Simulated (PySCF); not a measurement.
SMILES F[SiH2]/C=C/[SiH](F)F (C2H5F3Si2) (CAM-B3LYP/def2-SVP optimised geometry):

```
12

Si    -0.752    -2.637     4.007
F     -2.376    -2.628     4.000
C     -0.220    -1.786     2.436
C     -1.110    -1.309     1.553
Si    -0.570    -0.466     0.000
F      1.044    -0.466     0.000
F     -1.044     1.074     0.000
H     -0.281    -1.907     5.210
H     -0.292    -4.047     4.046
H      0.850    -1.665     2.220
H     -2.181    -1.428     1.768
H     -1.044    -1.074    -1.257
```

Computed with CAM-B3LYP/def2-TZVP run with PySCF.

Question: What are the frontier orbital energies and the dipole moment?

Answer: HOMO-2 -11.61 eV, HOMO-1 -10.30 eV, HOMO -10.03 eV, LUMO -0.49 eV, LUMO+1 0.87 eV; dipole moment 1.63 D.

On the same geometry PBE/def2-TZVP (PySCF) gives HOMO-2 -8.65 eV, HOMO-1 -7.59 eV, HOMO -7.51 eV, LUMO -2.60 eV, LUMO+1 -1.00 eV; dipole moment 1.49 D.

Meta-Löwdin charges at CAM-B3LYP/def2-TZVP: Si1 0.97, F2 -0.51, C3 -0.33, C4 -0.38, Si5 1.34, F6 -0.50, F7 -0.50, H8 -0.11, H9 -0.12, H10 0.13, H11 0.13, H12 -0.13.
